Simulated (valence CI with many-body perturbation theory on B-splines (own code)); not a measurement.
# W XLIII: calculated level list

Method: relativistic CI+MBPT: four valence electrons over a frozen Dirac-Fock core [Ar] 3d10, a basis of 11 s, 11 p, 9 d, 7 f, 5 g, 2 h, 1 i functions for each j, with the one-electron correlation potential Σ1, the two-electron term Σ2, the three-electron term Σ3, Breit, model QED; selected CI, second order for the rest (own B-spline code, finite nucleus).

No measured spectrum was set against this ion. As an estimate, large intervals hold to a few tenths of a per cent, small ones and those within an open d or f shell to about a per cent.

Levels 46 to 67 of 67, with energies above the lowest level, (4s^2 4p1/2^2) J=0. "Leading %" is the weight of the configuration and term that name the level; weights of strongly mixed levels are sums over their largest components and can fall short. In the jj column 3d3/2^4 stands for four electrons in 3d with j = 3/2.

| No. | Configuration | Term | J | E (eV) | Leading % | Second component | Leading jj |
| --- | --- | --- | --- | --- | --- | --- | --- |
| 46 | 4s4p²4d | ⁵P | 3 | 449.85 | 27 | 26 % 4s²4p4f ³D | 4s^2 4p1/2 4f7/2 (54 %) |
| 47 | 4s4p²4d | ³D | 1 | 450.24 | 32 | 18 % 4s4p²4d ¹P | 4s 4p1/2 4p3/2 4d3/2 (86 %) |
| 48 | 4s²4p4f | ³G | 4 | 450.80 | 33 | 23 % 4s²4p4f ³F | 4s^2 4p1/2 4f7/2 (77 %) |
| 49 | 4s4p²4d | ³G | 5 | 454.21 | 54 | 45 % 4s4p²4d ⁵F | 4s 4p1/2 4p3/2 4d5/2 (97 %) |
| 50 | 4s4p²4d | ³P | 2 | 455.14 | 37 | 16 % 4s4p²4d ⁵D | 4s 4p1/2 4p3/2 4d5/2 (90 %) |
| 51 | 4s4p²4d | ³G | 3 | 458.04 | 28 | 26 % 4s²4p4f ³G | 4s 4p1/2 4p3/2 4d3/2 (60 %) |
| 52 | 4s4p²4d | ³D | 1 | 458.35 | 51 | 22 % 4s4p²4d ³P | 4s 4p1/2 4p3/2 4d5/2 (51 %) |
| 53 | 4s4p²4d | ³F | 3 | 461.72 | 33 | 23 % 4s4p²4d ³D | 4s 4p1/2 4p3/2 4d5/2 (87 %) |
| 54 | 4s4p²4d | ³P | 1 | 464.69 | 23 | 18 % 4s4p²4d ¹P | 4s 4p1/2 4p3/2 4d3/2 (57 %) |
| 55 | 4s4p²4d | ³P | 0 | 465.39 | 80 | 8 % 4s4p²4d ¹S | 4s 4p1/2 4p3/2 4d3/2 (80 %) |
| 56 | 4s4p²4d | ¹D | 2 | 465.78 | 28 | 12 % 4s4p²4d ³P | 4s 4p1/2 4p3/2 4d5/2 (77 %) |
| 57 | 4s4p²4d | ³D | 3 | 467.31 | 52 | 23 % 4s4p²4d ³F | 4s 4p1/2 4p3/2 4d5/2 (80 %) |
| 58 | 4s4p²4d | ¹G | 4 | 468.44 | 51 | 31 % 4s4p²4d ³F | 4s 4p1/2 4p3/2 4d5/2 (86 %) |
| 59 | 4s4p²4d | ¹D | 2 | 470.58 | 19 | 19 % 4s4p²4d ³F | 4s 4p1/2 4p3/2 4d3/2 (68 %) |
| 60 | 4s4p²4d | ³D | 1 | 474.91 | 52 | 20 % 4s4p²4d ¹P | 4s 4p1/2 4p3/2 4d5/2 (92 %) |
| 61 | 4s4p²4d | ³D | 3 | 476.32 | 32 | 16 % 4s4p²4d ³F | 4s 4p1/2 4p3/2 4d5/2 (79 %) |
| 62 | 4s4p²4d | ³F | 4 | 476.36 | 36 | 36 % 4s4p²4d ³G | 4s 4p1/2 4p3/2 4d5/2 (78 %) |
| 63 | 4s4p²4d | ³P | 1 | 481.05 | 35 | 28 % 4s4p²4d ³S | 4s 4p1/2 4p3/2 4d5/2 (94 %) |
| 64 | 4s4p²4d | ³D | 2 | 482.10 | 46 | 20 % 4s4p²4d ¹D | 4s 4p1/2 4p3/2 4d5/2 (91 %) |
| 65 | 4s4p²4d | ³P | 0 | 482.31 | 43 | 43 % 4s4p²4d ¹S | 4s 4p1/2 4p3/2 4d5/2 (81 %) |
| 66 | 4s4p²4d | ¹F | 3 | 484.46 | 35 | 21 % 4s4p²4d ³F | 4s 4p1/2 4p3/2 4d5/2 (83 %) |
| 67 | 4s4p²4d | ³P | 2 | 486.68 | 34 | 20 % 4s4p²4d ³F | 4s 4p1/2 4p3/2 4d5/2 (84 %) |
